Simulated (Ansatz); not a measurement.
Input for Ansatz (a quantum-chemistry and plane-wave program): U-wB97M-V/def2-TZVPP on IrO, 2S+1 = 4, a spin state set in the input, which need not be the lowest, a point of a bond scan (R = 1.714 Å). Elements past Kr take the def2 small-core potentials; no spin–orbit coupling.

Ansatz 0.2 input:
```yaml
crystal:
  periodic: [false, false, false]
  atoms:
    - {symbol: Ir, position_ang: [0.00000000, 0.00000000, 0.00000000]}
    - {symbol: O, position_ang: [0.00000000, 0.00000000, 1.71375800]}
basis:
  gaussian:
    orbitals: def2-TZVPP
    pivot_positions_ang: [[0.00000000, 0.00000000, 0.00000000], [0.00000000, 0.00000000, 1.71375800]]
hamiltonian:
  xc: {name: wB97M-V}
magnetization: {spin_polarized: true, initial_magnetization: 3}
output: {forces: true, orbitals: {seedname: ./end}}
```

It printed:

```
WARN ansatz: RAYON_NUM_THREADS=1 ignored (pool sized by the plan → 1); use --threads N
Functional definition: wB97M-V
integrals: 0.03 GiB planned
530 factors; their error is unknown
integrals: 0.06 GiB planned
110 factors; integrals over basis functions are off by at most 1.4e-5 eV
mean field: 0.43 GiB planned
mean field evaluation 1: about -4878.2453 eV, gradient 2.9e1 eV
mean field evaluation 2: about -4868.7435 eV, gradient 6.1e1 eV
mean field evaluation 4: about -4881.2802 eV, gradient 1.9e0 eV
mean field evaluation 8: about -4881.3197 eV, gradient 1.1e-1 eV
mean field evaluation 16: about -4881.3201 eV, gradient 5.2e-3 eV
mean field evaluation 32: about -4881.0380 eV, gradient 6.3e0 eV
mean field -4881.32012125 eV, -179.3852057784 hartree, gradient 2.4e-5 eV, S^2 3.760490; 2 other end points of the search recorded, 0 dependent functions left out
the calculation of the forces begins
reference -4881.32015507 eV, -179.3852070210 hartree; 14, 11 occupied and 73, 76 virtual orbitals, 530 factors
Total energy: -4881.32015507 eV, -179.3852070210 hartree
Atom 0 at     0.000000     0.000000     0.000000 Å, force     0.000000    -0.000000     1.395870 eV/Å
Atom 1 at     0.000000     0.000000     1.713758 Å, force    -0.000000    -0.000000    -1.395870 eV/Å
Dipole moment:    -0.000000    -0.000000    -0.714437 e Å
```

Self-consistency was reached.

Cost: about 9 core-seconds (a rough figure).
